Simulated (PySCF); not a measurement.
CH5AlFN. Atoms are numbered in the order given.

```xyz
9

Al     0.0350    -0.0314     0.0000
F      1.6533    -0.4580     0.0000
C     -0.4724     1.8443     0.0000
H     -0.0655     2.3617     0.8853
H     -1.5656     1.9845     0.0000
H     -0.0655     2.3617    -0.8853
N     -1.1162    -1.3729     0.0000
H     -2.1269    -1.2760     0.0000
H     -0.8623    -2.3564     0.0000
```
Charge 0, spin multiplicity 1.

Geometry optimised at B3LYP-D3(BJ)/def2-SVP. One conformer was computed; it need not be the lowest.

Calculation: TDA-M06-2X/def2-SVPD run with PySCF.

Vertical excitations.  State labels are in the subgroup Cs.

### Question
Give excitation energies, oscillator strengths and character. (An estimate is asked for; the answer gives what the named calculation found.)

### Answer

| state | symmetry | energy (eV) | λ (nm) | f | main pairs |
|---|---|---|---|---|---|
| S1 | A" | 6.23 | 199 | 0.072 | HOMO→LUMO 89 % |
| S2 | A' | 7.35 | 169 | 0.090 | HOMO−1→LUMO 81 % |
| S3 | A' | 7.54 | 164 | 0.238 | HOMO→LUMO+1 84 % |
| S4 | A" | 7.66 | 162 | 0.014 | HOMO→LUMO+3 34 %, HOMO−1→LUMO+1 32 %, HOMO→LUMO+2 26 % |
| S5 | A" | 7.80 | 159 | 0.032 | HOMO−1→LUMO+1 63 %, HOMO→LUMO+3 18 %, HOMO→LUMO+2 12 % |
| S6 | A" | 8.08 | 153 | 0.001 | HOMO→LUMO+3 38 %, HOMO→LUMO+2 37 %, HOMO→LUMO+5 15 % |
| S7 | A" | 8.56 | 145 | 0.001 | HOMO→LUMO+5 48 %, HOMO→LUMO+10 17 %, HOMO→LUMO+12 9 %, HOMO→LUMO+4 8 % |
| S8 | A" | 9.02 | 137 | 0.020 | HOMO→LUMO+4 49 %, HOMO→LUMO+7 17 %, HOMO→LUMO+8 12 % |
| S9 | A' | 9.03 | 137 | 0.010 | HOMO−1→LUMO+3 88 % |
| S10 | A' | 9.20 | 135 | 0.018 | HOMO−1→LUMO+2 82 % |
| T1 | A" | 5.91 | 210 | 0 | HOMO→LUMO 81 % |
| T2 | A' | 6.19 | 200 | 0 | HOMO→LUMO+1 94 % |
| T3 | A' | 6.73 | 184 | 0 | HOMO−1→LUMO 80 % |
| T4 | A" | 7.05 | 176 | 0 | HOMO−1→LUMO+1 96 % |
Triplets are in the Tamm–Dancoff approximation.
